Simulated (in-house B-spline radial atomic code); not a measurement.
## Ionising Os⁵⁺ with different functionals

Computed with a B-spline radial code for spherical atoms: four-component Dirac-Coulomb Hamiltonian, Fermi nucleus of rms radius 5.4126 fm, spin-restricted, spherical fractional occupations for the functionals. The ionisation energy is the difference of two self-consistent energies, [Xe] 4f14 5d3 → [Xe] 4f14 5d2, without Breit or QED terms; ε is the level of the shell that loses the electron (mean over j). The electron is taken from both j subshells in proportion to 2j + 1, so the result is a j average, not the step between ground levels.

Hybrids are left out here: with spherical fractional occupations of an open shell their exact exchange keeps a self-interaction that integer-occupation calculations don't have.

```csv
method,rung,ΔSCF (eV),-ε(5d) (eV)
LDA VWN5,LDA,69.96,62.56
relativistic LDA,LDA,69.97,62.57
LDA PW92,LDA,69.95,62.55
LDA exchange-only,LDA,68.28,60.90
PBE,GGA,69.60,62.21
PBEsol,GGA,69.63,62.24
BLYP,GGA,69.51,62.12
RPBE,GGA,69.51,62.12
PW91,GGA,69.70,62.31
BP86,GGA,69.69,62.31
AM05,GGA,69.65,62.25
OLYP,GGA,69.74,62.32
```

Problem. How do they compare with the NIST value?

Solution. NIST lists 70 eV ± 2 (tabulated theory, ground level to ground level). Errors run from -1.82 to -0.13 eV; all lie within about twice that uncertainty, so the table can't rank the methods.
